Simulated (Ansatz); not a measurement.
Species: methoxy(trimethyl)germane, C4H12GeO (charge 0, singlet). 
Structure (B3LYP-D3(BJ)/def2-TZVP (Ansatz, a program for electronic structure) minimum search):
```
Ge
O 1 1.8052
C 2 1.4107 1 119.79
H 3 1.0922 2 108.26 1 -180.00
H 3 1.0977 4 107.87 2 121.77
H 3 1.0977 4 107.87 5 116.46
C 1 1.9531 2 103.14 3 180.00
H 7 1.0897 1 109.93 2 -59.79
H 7 1.0897 8 108.67 1 -120.35
H 7 1.0906 8 108.81 9 -118.34
C 1 1.9648 2 108.51 3 -60.34
H 11 1.0900 1 110.13 2 -55.72
H 11 1.0901 12 108.74 1 -121.69
H 11 1.0910 12 108.65 13 -117.62
C 1 1.9648 2 108.51 3 60.34
H 15 1.0900 1 110.13 2 55.72
H 15 1.0901 16 108.74 1 121.69
H 15 1.0910 16 108.65 17 117.62
```
Charge 0, spin multiplicity 1.

Total electronic energies in hartree. Cores are frozen in the correlated levels unless marked. No spin-orbit coupling. The frozen core is the preceding noble-gas configuration, with the filled d and f shells of earlier blocks. No relativistic terms. CBS marks a two-point X^-3 extrapolation of the correlation energy; Hartree-Fock from the larger set. [CCSD(T)-MP2]/basis is that difference in the basis named.

```tsv
level	program	energy (Eh)
RI-HF/aug-cc-pVQZ	Ansatz	-2308.87061
PBE/def2-TZVPD	Ansatz	-2311.37254
BLYP-D3(BJ)/def2-TZVPD	Ansatz + dftd3	-2311.97018
B97M-V/def2-TZVPD	Ansatz	-2311.59603
B3LYP-D3(BJ)/def2-TZVPD	Ansatz + dftd3	-2312.08804
PBE0/STO-3G	Ansatz	-2284.59158
PBE0-D3(BJ)/def2-TZVP	Ansatz + dftd3	-2311.47209
PBE0/def2-QZVPP	Ansatz	-2311.52221
HSE06-D3(BJ)/def2-TZVPD	Ansatz + dftd3	-2311.45799
HSE06/def2-TZVPD	Ansatz	-2311.44794
CAM-B3LYP-D4/def2-TZVPD	Ansatz + dftd4	-2312.01812
wB97X-V/def2-TZVPD	Ansatz	-2311.74874
B2GP-PLYP/def2-TZVPD	Ansatz	-2311.18583
MP2/cc-pVDZ	Ansatz	-2309.56337
MP2/cc-pVQZ	Ansatz	-2310.01647
SCS-MP2/STO-3G	Ansatz	-2282.59479
CCSD/6-31G	Ansatz	-2308.90357
CCSD(T)/6-31G	Ansatz	-2308.91693
CCSD(T)/6-31G*	Ansatz	-2309.30456
CCSD(T)/aug-cc-pVDZ	Ansatz	-2309.73562
CCSD(T)/cc-pVQZ	Ansatz	-2310.11414
RI-MP2/CBS(cc-pVTZ,cc-pVQZ)+[CCSD(T)-MP2]/cc-pVDZ	Ansatz	-2310.1714
CCSD(T)/CBS(cc-pVTZ,cc-pVQZ)	Ansatz	-2310.1605
```

Totals of different functionals don't rank their quality; only differences between species are comparable.
